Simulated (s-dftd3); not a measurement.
C3H5O3, charge +1, singlet, at a GFN2-xTB geometry; D3(op) for b97d (s-dftd3 1.4.0).

s-dftd3 was given this input:
```
$ s-dftd3 mol.xyz --op b97d --json dftd3.json --noedisp --grad

# file mol.xyz
11

O      1.95748784    -0.27218951     0.25694050
C      0.71157370    -0.09779135     0.09291878
O     -0.11883146    -1.01392262     0.41561781
C     -1.45568286    -0.56035097     0.12812415
C     -1.22471823     0.85306571    -0.44647811
O      0.21108993     0.98360706    -0.39619007
H      2.54572447     0.46266413    -0.00759398
H     -2.02566280    -0.57340310     1.06081133
H     -1.90571494    -1.26033741    -0.58070798
H     -1.53967103     0.96714092    -1.48661242
H     -1.65968183     1.65443568     0.15576821
```

Output, abridged:

```
-----------------------------------
 s i m p l e   D F T - D 3  v1.4.0
-----------------------------------

Optimized power damping: b97d-D3(op)
--------------------
   s6        1.0000
   s8        1.4686
   s9        0.0000
   a1        0.6000
   a1        2.5000
  alp       14.0000
 beta        0.0000
--------------------

Dispersion energy:      -3.0385777224121E-02 Eh

Gradient norm:           2.9679178402888E-03 Eh/a0
--------------------------------------------------
     #    Z           dE/dx      dE/dy      dE/dz
--------------------------------------------------
     1    8 O     9.777E-04 -1.169E-04  1.204E-04
     2    6 C    -5.642E-04  4.424E-05 -5.974E-05
     3    8 O     2.249E-04 -8.609E-04  3.767E-04
     4    6 C     3.749E-04 -4.414E-04  2.121E-04
     5    6 C     4.429E-04  3.465E-04 -1.126E-04
     6    8 O     3.206E-04  7.435E-04 -2.877E-04
     7    1 H     5.678E-04  1.615E-05  3.473E-05
     8    1 H    -7.356E-04 -4.588E-04  6.684E-04
     9    1 H    -6.700E-04 -8.347E-04 -2.298E-04
    10    1 H    -4.367E-04  5.931E-04 -8.106E-04
    11    1 H    -5.023E-04  9.692E-04  8.817E-05
--------------------------------------------------

Virial:
--------------------------------------------------
      component           x          y          z
--------------------------------------------------
          x       1.169E-02  6.038E-04  3.607E-04
          y       6.038E-04  1.072E-02 -3.066E-03
          z       3.607E-04 -3.066E-03  4.600E-03
--------------------------------------------------

[Info] JSON dump of results written to 'dftd3.json'
```
